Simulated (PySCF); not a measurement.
## Electric properties by functional and basis

Species: BBrH5N.
Structure used (PBE0-D3(BJ)/def2-SVP), in Å, numbered top down from 1:
```
atom  x, y, z in Å
N1    -0.7598    0.5983    0.3078
B2     0.7225   -0.0145    0.0961
Br3    1.9365    1.4219    0.8368
H4    -0.9279    0.7848    1.2989
H5    -1.4824   -0.0396   -0.0335
H6    -0.8481    1.4891   -0.1862
H7     0.7806   -1.0319    0.7571
H8     0.8777   -0.1540   -1.1005
```

PySCF, dipoles from the SCF density, polarisabilities from static response with core orbitals frozen. Isolated species at its PBE0-D3(BJ)/def2-SVP geometry, gas phase. Relativistic effects, spin–orbit coupling among them, are left out although an element past zinc is present.

Task: Compare the levels for these properties.

Result: 

```json
{"level": "LDA/def2-SVPD", "μ (D)": "6.077", "α (au)": "55.30", "anisotropy (au)": "15.39"}
{"level": "PBE/def2-SVPD", "μ (D)": "6.051", "α (au)": "54.85", "anisotropy (au)": "15.51"}
{"level": "B3LYP/def2-SVPD", "μ (D)": "6.175", "α (au)": "52.93", "anisotropy (au)": "14.42"}
{"level": "PBE0/def2-SVPD", "μ (D)": "6.217", "α (au)": "52.06", "anisotropy (au)": "13.98"}
{"level": "BHandHLYP/def2-SVPD", "μ (D)": "6.325", "α (au)": "50.44", "anisotropy (au)": "13.26"}
{"level": "CAM-B3LYP/def2-SVPD", "μ (D)": "6.270", "α (au)": "51.64", "anisotropy (au)": "13.46"}
{"level": "wB97X-D/def2-SVPD", "μ (D)": "6.319", "α (au)": "51.48", "anisotropy (au)": "13.10"}
{"level": "LC-wPBE/def2-SVPD", "μ (D)": "6.363", "α (au)": "49.95", "anisotropy (au)": "12.63"}
{"level": "HF/def2-SVPD", "μ (D)": "6.542", "α (au)": "48.28", "anisotropy (au)": "12.08"}
{"level": "PBE0/6-31G*", "μ (D)": "6.648", "α (au)": "37.89", "anisotropy (au)": "17.37"}
{"level": "PBE0/def2-SVP", "μ (D)": "6.468", "α (au)": "38.54", "anisotropy (au)": "14.98"}
{"level": "PBE0/aug-cc-pVDZ", "μ (D)": "6.182", "α (au)": "51.75", "anisotropy (au)": "15.08"}
{"level": "PBE0/def2-TZVP", "μ (D)": "6.268", "α (au)": "47.07", "anisotropy (au)": "15.02"}
{"level": "PBE0/def2-TZVPD", "μ (D)": "6.156", "α (au)": "52.77", "anisotropy (au)": "14.43"}
{"level": "PBE0/aug-cc-pVTZ", "μ (D)": "6.154", "α (au)": "52.90", "anisotropy (au)": "14.55"}
```

The anisotropy is √(½[(α1 − α2)² + (α2 − α3)² + (α3 − α1)²]). The dipole runs from 6.05 D (PBE/def2-SVPD) to 6.65 D (PBE0/6-31G*). No reference polarisability is at hand; against PBE0 in the largest diffuse basis at hand (aug-cc-pVTZ) the other PBE0 rows deviate by 6-31G* -28%, def2-SVP -27%, def2-SVPD -2%, aug-cc-pVDZ -2%, def2-TZVP -11%, def2-TZVPD 0%. In one basis (def2-SVPD) the functionals order the polarisability from HF (lowest) to LDA (highest), a spread of 15%. With PBE0 the polarisability is 41.17 au without diffuse functions (mean of 6-31G*, def2-SVP and def2-TZVP) and 52.37 au with them (mean of def2-SVPD, aug-cc-pVDZ, def2-TZVPD and aug-cc-pVTZ).

Without π bonds the low states are Rydberg-like; a valence basis with one diffuse set may place them up to an eV too high.
